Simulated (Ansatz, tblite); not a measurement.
Isomers of Si₅Cl₂ (singlet), found by a short tight-binding search and relaxed with r2SCAN-D4/def2-SVP in Ansatz.

The xTB rows come from tblite. Correlated methods freeze 35 core orbitals.

Run but left out: HF/def2-SVP (A: restricted singlet, unstable towards broken spin symmetry); BHLYP-D4/def2-TZVP (A: restricted singlet, unstable in another Hartree–Fock run and untested here).

A: The restricted singlet is unstable towards broken spin symmetry in Hartree–Fock (as tested in another run); at revPBE-D4/def2-TZVP, r2SCAN-D4/def2-TZVP, PBE0-D4/def2-TZVP this wasn't settled. At CCSD(T)/def2-SVP the restricted singlet (for correlated methods, its reference) is unstable: a solution with broken spin symmetry lies lower. B: The restricted singlet is unstable towards broken spin symmetry in Hartree–Fock (as tested in another run); at PBE-D4/def2-TZVP, revPBE-D4/def2-TZVP, r2SCAN-D4/def2-TZVP, PBE0-D4/def2-TZVP this wasn't settled. At CCSD(T)/def2-SVP T1 of the charge 0 singlet is large (up to 0.030), so the single-reference result is doubtful. At CCSD(T)/def2-SVP the restricted singlet (for correlated methods, its reference) is unstable: a solution with broken spin symmetry lies lower.

Other spin states weren't relaxed.

A:

```xyz
7

Si   -0.3020    2.0311   -0.7737
Si   -1.2242   -0.1082   -0.2081
Si    2.2690   -1.6915    0.9256
Si    1.1980   -0.1894   -0.4220
Si   -0.0227   -1.6000    1.0657
Cl    0.2876    2.6348    1.1919
Cl   -2.2057   -1.0768   -1.7795
```

B:

```xyz
7

Si    0.049    0.522   -0.066
Si    0.931   -1.697   -1.330
Si    0.079   -3.346    0.001
Si    1.283    0.396   -1.939
Si   -1.052    1.826    1.495
Cl   -0.606    3.750    0.741
Cl   -0.684   -1.451    1.097
```

Task: Estimate which lies lowest at each level, and how far above it the others are (kJ/mol).

Result: 
```csv
level,A,B
GFN1-xTB,0.0,104.6
GFN2-xTB,26.3,0.0
PBE-D4/def2-TZVP,0.0,191.5
revPBE-D4/def2-TZVP,0.0,191.4
r2SCAN-D4/def2-TZVP,0.0,210.2
PBE0-D4/def2-TZVP,0.0,221.2
MP2/def2-SVP,0.0,259.1
CCSD/def2-SVP,0.0,215.3
CCSD(T)/def2-SVP,0.0,210.6
```
Point groups (tolerance 0.1 Å): A not assigned, B Cs. Lower isomers may exist.
